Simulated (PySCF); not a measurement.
H3N2, SMILES [NH]N, multiplicity 2.

The structure is a stationary point at PBE0-D3(BJ)/def2-TZVP. The isomer is the one that the SMILES or the coordinates give; other isomers of the formula were not compared.

Calculation: TDA-LC-ωPBE/def2-TZVPD (PySCF).

Vertical excitations. The molecule is in vacuum.

| state | energy (eV) | λ (nm) | f | main pairs |
|---|---|---|---|---|
| root 1 | 4.12 | 301 | 0.004 | β HOMO→LUMO 91 % |
| root 2 | 4.79 | 259 | 0.002 | α HOMO→LUMO 89 % |
| root 3 | 5.90 | 210 | 0.010 | α HOMO→LUMO+1 88 % |
| root 4 | 6.63 | 187 | 0.108 | α HOMO→LUMO+2 21 %, α HOMO→LUMO+3 8 %, β HOMO−1→LUMO 61 % |
| root 5 | 6.64 | 187 | 0.034 | α HOMO→LUMO+2 70 %, β HOMO−1→LUMO 18 % |
| root 6 | 7.42 | 167 | 0.004 | α HOMO−1→LUMO 9 %, β HOMO→LUMO+1 61 %, β HOMO→LUMO+2 16 % |
| root 7 | 7.90 | 157 | 0.005 | α HOMO→LUMO+3 53 %, α HOMO−1→LUMO 20 %, β HOMO−1→LUMO 7 % |
| root 8 | 8.03 | 154 | 0.011 | α HOMO−1→LUMO 43 %, α HOMO→LUMO+3 29 %, α HOMO−1→LUMO+1 10 %, β HOMO→LUMO+1 9 % |
| root 9 | 8.13 | 152 | 0.002 | α HOMO→LUMO+4 83 % |
| root 10 | 8.47 | 146 | 0.017 | α HOMO−1→LUMO 5 %, β HOMO→LUMO+2 50 %, β HOMO−1→LUMO+1 19 %, β HOMO→LUMO+1 8 % |
Unrestricted roots are not spin-pure.
